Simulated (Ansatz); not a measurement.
Cl₄Hf, triplet, geometry from GFN2-xTB (such geometries of metal compounds can be far from the true shape) (the multiplicity is a formal guess) (core potentials on Hf); HF/def2-SVP (Ansatz, a program for electronic structure).

The Ansatz input:
Ansatz 0.2 input:
```yaml
crystal:
  periodic: [false, false, false]
  atoms:
    - {symbol: Hf, position_ang: [-0.00000000, 0.00000000, -0.00000000]}
    - {symbol: Cl, position_ang: [2.04875887, 0.84378966, -0.62467432]}
    - {symbol: Cl, position_ang: [0.97436145, -0.75425475, 1.94456459]}
    - {symbol: Cl, position_ang: [-0.97436145, 0.75425475, -1.94456459]}
    - {symbol: Cl, position_ang: [-2.04875887, -0.84378966, 0.62467432]}
basis:
  gaussian:
    orbitals: def2-SVP
hamiltonian:
  xc: hf
magnetization: {spin_polarized: true, initial_magnetization: 2}
```

It wrote (shortened):

```
Functional definition: HF
964 factors; integrals over basis functions are off by at most 6.3e-4 eV
mean field evaluation 1: about -51291.6136 eV, gradient 1.5e1 eV
mean field evaluation 2: about -51291.6330 eV, gradient 1.5e1 eV
mean field evaluation 4: about -51293.5837 eV, gradient 2.1e0 eV
mean field evaluation 8: about -51293.7000 eV, gradient 1.2e-3 eV
mean field evaluation 16: about -51293.7000 eV, gradient 6.0e-4 eV
mean field evaluation 32: about -51294.0707 eV, gradient 1.3e-1 eV
mean field evaluation 64: about -51293.8193 eV, gradient 7.2e-1 eV
mean field evaluation 96: about -51293.6584 eV, gradient 1.8e0 eV
mean field evaluation 128: about -51292.6360 eV, gradient 1.6e-1 eV
mean field evaluation 160: about -51293.0942 eV, gradient 1.4e0 eV
mean field evaluation 192: about -51291.3163 eV, gradient 3.6e0 eV
mean field evaluation 224: about -51292.8219 eV, gradient 5.3e-2 eV
mean field evaluation 256: about -51291.8684 eV, gradient 4.4e-1 eV
mean field -51294.07173719 eV, -1885.0223679713 hartree, gradient 2.1e-5 eV, S^2 2.015424; 7 other end points of the search recorded, 0 dependent functions left out
reference -51294.07173719 eV, -1885.0223679713 hartree; 41, 39 occupied and 63, 65 virtual orbitals, 964 factors
Total energy: -51294.07173719 eV, -1885.0223679713 hartree
```
